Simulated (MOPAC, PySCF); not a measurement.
Br₃Ga, SMILES `[Br][Ga]([Br])[Br]`, neutral singlet in the gas phase. 

Z-matrix (Å, degrees):
```
Ga
Br 1 2.2785
Br 1 2.2786 2 119.98
Br 1 2.2787 2 120.02 3 179.93
```
Charge 0, spin multiplicity 1.

All levels are single points at this geometry (B3LYP-D3(BJ)/def2-TZVP); Pople sets use spherical d functions. Orbital energies aren't observables, and empty levels follow the basis.

```
level                            HOMO (eV)  LUMO (eV)  gap (eV)  dipole (D)  vertical IE, Delta-SCF (eV)
-------------------------------  ---------  ---------  --------  ----------  ---------------------------
B3LYP-D3(BJ)/def2-TZVP in PySCF      -8.42      -2.68      5.74        0.00                        10.45
SVWN5/6-31G* in PySCF                -7.50      -3.62      3.88        0.00                            –
HF/3-21G in PySCF                   -11.50       0.98     12.48        0.00                            –
HF/STO-3G in PySCF                   -8.50       3.80     12.31        0.00                            –
AM1 in MOPAC                        -11.49      -3.79      7.70        0.00                            –
PM7 in MOPAC                        -10.95      -1.40      9.54        0.00                            –
```
